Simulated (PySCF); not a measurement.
TaO2F, SMILES [F][Ta](=[O])=[O], multiplicity 1. Geometry optimised at PBE-D3(BJ)/def2-TZVP. The spin state was assumed, not searched. The def2 effective core potentials stand for the cores of Ta; spin–orbit coupling is left out.

Computed equilibrium geometry at PBE-D3(BJ)/def2-TZVP (PySCF confirms it by a frequency run) as Cartesian coordinates in Å, and its point group:
point group Cs.
```xyz
4

Ta    -0.0379     0.1694     0.0000
O     -0.8240    -0.5388     1.3919
O     -0.8240    -0.5388    -1.3919
F      1.7720    -0.4160     0.0000
```
Charge 0, spin multiplicity 1.
